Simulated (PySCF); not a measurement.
Vertical excitations of a molecule C3H9Al from TDDFT-ωB97X/def2-SVPD (PySCF), as energy in eV (oscillator strength): 5.19 (0.003), 5.61 (0.000), 7.34 (0.104), 7.96 (0.004), 8.12 (0.015), 8.25 (0.002), 8.33 (0.003), 8.49 (0.127), 8.57 (0.184), 8.65 (0.397). Lowest triplet (TDA): 4.94 eV. Coordinates come from a B3LYP-D3(BJ)/def2-SVP optimisation. One conformer was computed; it need not be the lowest.

### Question
Identify the compound among the candidates.
A. CC[CH2][AlH2]
B. [CH3][Al]([CH3])[CH3]
C. C[CH2][AlH][CH3]

### Answer
A, CC[CH2][AlH2]
